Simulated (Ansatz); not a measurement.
Reaction (ligand exchange at the Si–C bond): `O[SiH2]/C=C/Cl` + `[SiH3]S` → `O[SiH2]S[SiH3]` + `C=CCl`

Calculated with Ansatz (gas phase, PBE0-D4/def2-TZVP geometries, no zero-point term in ΔE). CCSD(T)/CBS adds triple-zeta CCSD(T) − MP2 to the extrapolated MP2 energy (def2 sets, frozen cores). This one scheme is used for every species. Functionals use def2-TZVPP. Each species was taken in one conformer, which may not be the lowest.

```json
{"level": "ωB97X-V", "ΔE (kcal/mol)": "-15.6"}
{"level": "B2PLYP", "ΔE (kcal/mol)": "-15.0"}
{"level": "HF/def2-QZVPP", "ΔE (kcal/mol)": "-14.7"}
{"level": "MP2/def2-QZVPP", "ΔE (kcal/mol)": "-16.4"}
```

Problem. What does CCSD(T)/CBS give? (An estimate is asked.)

Solution. Ansatz gave: -15.9 kcal/mol. The listed levels differ from it by 0.3, 0.9, 1.2, -0.5 kcal/mol.

Largest T1 diagnostic among the species: 0.012.

The D4 term adds −1.0 kcal/mol with B3LYP and −0.5 kcal/mol with PBE0; it sums over pairs of atoms, weighted by their polarisabilities, and B3LYP, whose exchange is more repulsive, gets the larger term.

B3LYP here is the variant with VWN-RPA as its local correlation; programs differ in this.
